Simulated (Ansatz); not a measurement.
Ideal-gas functions of `[F][Mo]([F])([F])([F])([F])[Cl]` at 400 K and 1 bar, from an Ansatz frequency run at PBE0-D4/def2-TZVP.

Molar mass 226.38 g/mol, point group C4v (symmetry number 4), electronic degeneracy 1, moments of inertia 251.875, 360.55, 360.551 u Å². Harmonic wavenumbers (cm⁻¹, unscaled): 106, 106, 127, 231, 231, 262, 300, 300, 309, 415, 651, 676, 742, 742, 742.

Use S(trans) = R[1.5 ln M + 2.5 ln T − 1.1517]; rotational temperatures θ = 24.2544 K / I; S(rot) = R[ln(√π/σ · √(T³/θAθBθC)) + 1.5]; for each mode x = 1.438777 ν̃/T, S = R[x/(eˣ − 1) − ln(1 − e⁻ˣ)] and H = RT x/(eˣ − 1); 1 cm⁻¹ = 0.0119627 kJ/mol; R = 8.31446 J/(mol·K).

**Question.** By hand: the entropy, in J/(mol·K).

**Answer.** Translation 182.6. Rotation: θ = 0.0963, 0.0673, 0.0673 K, giving 112.6. Vibration, mode by mode: 16.38, 16.38, 14.90, 10.09, 10.09, 9.11, 8.07, 8.07, 7.85, 5.71, 2.91, 2.71, 2.25, 2.25, 2.25, in all 119.0. Electronic 0.0. Sum 414.2 J/(mol·K).

**Question.** By hand: H − E and G − E in kJ/mol, counted from the electronic energy.

**Answer.** Zero-point energy ½ × 5940 × 0.0119627 = 35.5; thermal vibration 24.9; translation, rotation and pV give 4 RT = 13.3. H − E = 73.7 kJ/mol, and G − E = 73.7 − 400 × 414.2/1000 = -92.0 kJ/mol.

Vibration gives 29 % of the entropy, 47.7 J/(mol·K) of it from the modes under 150 cm⁻¹: soft modes count most, and the harmonic formula is weakest for them.
